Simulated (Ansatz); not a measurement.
Consider the formal exchange of groups at the Si–C bond: `C[Si](O)(O)F` + SiH₄ → `O[Si](O)(F)[SiH3]` + CH₄.

Gas-phase electronic energies from Ansatz, PBE0-D4/def2-TZVP geometries. CBS: MP2 limit from def2 TZ/QZ plus the TZ coupled-cluster correction, frozen cores. This one scheme is used for every species. Functionals use def2-TZVPP. HSE06 is defined as in plane-wave codes. Each species was taken in one conformer, which may not be the lowest.

(1) Is it downhill or uphill in electronic energy at CCSD(T)/CBS, and by how much? (Best estimate.)

(2) What do these levels give: BLYP-D4, B97M-V, r2SCAN0-D4, HSE06-D4, B2PLYP, BHLYP, RPA@PBE/def2-TZVPP, MP2/def2-SVP, CCSD/def2-SVP, MP2/def2-TZVPP, SCS-MP2/def2-QZVPP, MP2/CBS(def2)? (Best estimate.)

Largest T1 diagnostic among the species: 0.013.

Answers

(1) Ansatz gave: Uphill: ΔE = +17.7 kJ/mol.

(2) The calculation gave: BLYP-D4 8.4, B97M-V 13.7, r2SCAN0-D4 17.3, HSE06-D4 9.1, B2PLYP 18.0, BHLYP 21.3, RPA@PBE/def2-TZVPP 20.7, MP2/def2-SVP 24.7, CCSD/def2-SVP 22.1, MP2/def2-TZVPP 23.6, SCS-MP2/def2-QZVPP 22.6, MP2/CBS(def2) 21.6 kJ/mol.

From PBE to PBE0 (25 % exact exchange), in def2-TZVPP and without D4, ΔE moves by +6.4 kJ/mol. Leaving LDA and LC-ωPBE aside and taking each functional with its dispersion term where it has one, the values, not all of them listed here, spread over 19.5 kJ/mol, from PBE-D4 to ωB97M-V. LDA lies +6.0 kJ/mol from PBE without D4. In def2-TZVPP, CCSD(T) changes the Hartree–Fock value by −7.8 kJ/mol (the triples alone add −1.7 kJ/mol) and MP2 by −3.9 kJ/mol.
